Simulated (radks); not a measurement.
Results of a calculation; reference values are marked as such.
Ionisation of Cu4+, [Ar] 3d7, to Cu5+, [Ar] 3d6, under several functionals. Scalar-relativistic Kohn-Sham, spin-polarised, spherical densities, finite nucleus; open shells are filled with parallel spins first; a radial shooting solver on a logarithmic mesh with Libxc functionals.

functional,E(Cu4+) (hartree),Exc (hartree),IE (eV),-e(HOMO) (eV),<r> HOMO (bohr),IE error (eV)
HCTH/407,-1651.25872,-66.65725,80.861,69.383,0.8116,+1.061
MS2 meta-GGA,-1650.33353,-65.60882,79.377,68.105,0.8168,-0.423
PW91,-1650.62741,-65.92004,80.388,68.911,0.8138,+0.588
RPBE,-1650.46278,-65.75417,80.097,68.636,0.8146,+0.297
PBE,-1650.23547,-65.51984,80.220,68.757,0.8140,+0.420
B86b exchange with PBE correlation,-1650.57585,-65.86660,80.267,68.800,0.8137,+0.467
exchange-only B88,-1649.37653,-64.64554,78.655,67.265,0.8164,-1.145
TASK exchange with Perdew-Wang LDA correlation,-1649.98044,-65.26223,78.963,67.769,0.8049,-0.837
BLYP,-1650.58885,-65.87008,80.196,68.732,0.8158,+0.396
r2SCAN,-1650.51982,-65.79392,79.519,68.266,0.8139,-0.281
exchange-only LDA,-1645.28028,-60.47773,78.386,67.017,0.8163,-1.414

NIST Atomic Spectra Database: 80 eV (semi-empirical). Closest: r2SCAN. The Delta-SCF values span 2.47 eV, the total energies 5.98 hartree. The highest occupied level is 3d. Open shells are spherical and high-spin; term and fine-structure splittings are not resolved.
